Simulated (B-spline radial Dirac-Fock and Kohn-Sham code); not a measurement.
**Binding energies of Au⁶⁹⁺**

System: Au⁶⁹⁺, configuration [He] 2s2 2p6; nuclear rms radius 5.4371 fm (A = 197).

The run's input, task.json:

```json
{"items": [{
  "Z": 79,
  "q": 69,
  "cfg": [[1, 0, 2], [2, 0, 2], [2, 1, 6]],
  "A": 197,
  "rrms": 5.4371,
  "do": ["binding"]
}]}
```

Launch: `python xray_run.py task.json out`

Model: ΔSCF Dirac-Fock with Breit, self-energy and vacuum polarisation, finite nucleus, configuration average. Program: a radial atomic solver. No correlation. Energies are counted from the vacuum level.

All terms are in eV, carry their sign (relaxation lowers the binding energy) and add up to the binding energy; ⟨r⟩ is the mean radius of the orbital in the initial state.

```
  subshell  −ε (Koopmans)  relaxation    Breit  self-energy  vacuum polarisation  binding energy  ⟨r⟩ (bohr)
    K (1s)        87709.9      -24.70  -272.55      -189.94                38.77         87261.5       0.017
   L1 (2s)        20513.4       -2.76   -30.98       -29.62                 5.67         20455.8       0.069
L2 (2p1/2)        19981.8       -4.58   -52.37        -1.40                 0.42         19923.9       0.057
L3 (2p3/2)        18076.9       -3.12   -29.23        -2.96                -0.11         18041.5       0.065
```

For the deepest level, K (1s), the Breit terms make up -0.312 % of the binding energy, QED -0.173 % and orbital relaxation -0.028 %.

Spin-orbit splittings: 2p 1882.4 eV.

Going to the tabulated ground configuration of the next ion removes an electron from L3 (2p3/2), computed at 18041.5 eV. NIST lists 18040 ± 50 eV as the ionisation energy of this species (theoretical), -1.52 eV from the computed value, within the stated uncertainty.
